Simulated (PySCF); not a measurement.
# How the method changes the constants of ZnSn

State: ³Σ⁻ (triplet), unpaired electrons π ↑↑. Set-up: PySCF, scalar-relativistic core potentials, basis sets Zn def2-SVP, Sn def2-SVP with ECP28. De refers to Zn + Sn in their high-spin ground configurations, without counterpoise correction. The functionals are run spin-unrestricted. A positive dipole means Zn(−)Sn(+). Levels whose curve was spin-contaminated or gave no clean fit are not listed.

```tsv
Level	Re (Å)	ωe (cm⁻¹)	De (eV)	μ (D)
ROHF-MP2	2.681	147	0.60	n/a
ROHF-SCS-MP2	2.736	131	0.464	n/a
PBE	2.615	166	0.89	-2.47
PW91	2.610	167	0.91	-2.43
r²SCAN	2.573	178	0.96	-2.73
B3LYP	2.678	144	0.60	-2.46
PBE0	2.637	158	0.77	-2.78
BHandHLYP	2.721	131	0.480	-2.73
```

Correlated steps freeze 9 core orbitals. Correlated levels converge slowly with the basis: in double zeta they bind strong bonds too weakly, by up to about 1 eV, and carry superposition errors of some tenths. Spin–orbit coupling is left out, which matters for elements this heavy, above all for dissociation energies. The state is the lowest determinant that a PBE0 search found; another state may lie lower at other levels.
